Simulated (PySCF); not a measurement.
A calculated (UHF, PySCF 2.14, aug-cc-pVDZ, no relativity, point nucleus) atom or ion has these occupied shells.

```tsv
shell	electrons	orbital energy (eV)	rms radius, mean of both spins (bohr)
1s α	1	-719.05	0.204
1s β	1	-717.71	0.204
2s α	1	-45.692	1.11
2s β	1	-40.411	1.11
2p α	3	-20.963	1.25
2p β	2	-18.514	1.25
```

Q: Name the element and its charge.

A: F (fluorine, neutral), in [He] 2s2 2p5, 2P determinant.
